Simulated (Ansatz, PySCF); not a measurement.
Ag(Cl) anion (AgCl), SMILES [Cl][Ag] (connectivity only; charge and spin as stated), charge -1, multiplicity 2. Atoms are numbered in the order given.

```xyz
2

Ag     0.0000     0.0000    -0.6036
Cl     0.0000     0.0000     1.8744
```
Charge -1, spin multiplicity 2.

Geometry optimised at PBE0-D3(BJ)/def2-TZVPD. The multiplicity is an assumed one; other spin states were not compared. The def2 effective core potentials stand for the cores of Ag; spin–orbit coupling is left out.

Two levels are set side by side: PBE-D3(BJ)/def2-TZVPD (Ansatz, a quantum-chemistry and plane-wave program) and PBE0-D3(BJ)/def2-TZVPD (Ansatz). Each level has its own optimised geometry; the coordinates shown are those of the second. Frequencies come from the Hessian of PySCF at each geometry. Differences are taken from unrounded values.

| quantity | PBE0-D3(BJ) | PBE-D3(BJ) | PBE-D3(BJ) minus PBE0-D3(BJ) |
|---|---|---|---|
| bond Ag1–Cl2 (Å) | 2.478 | 2.481 | 0.003 |
| highest harmonic wavenumber (cm⁻¹) | 209 | 205 | -5 |
| mean harmonic wavenumber (cm⁻¹) | 209 | 205 | -5 |
| zero-point energy (kcal/mol) | 0.30 | 0.29 | -0.01 |
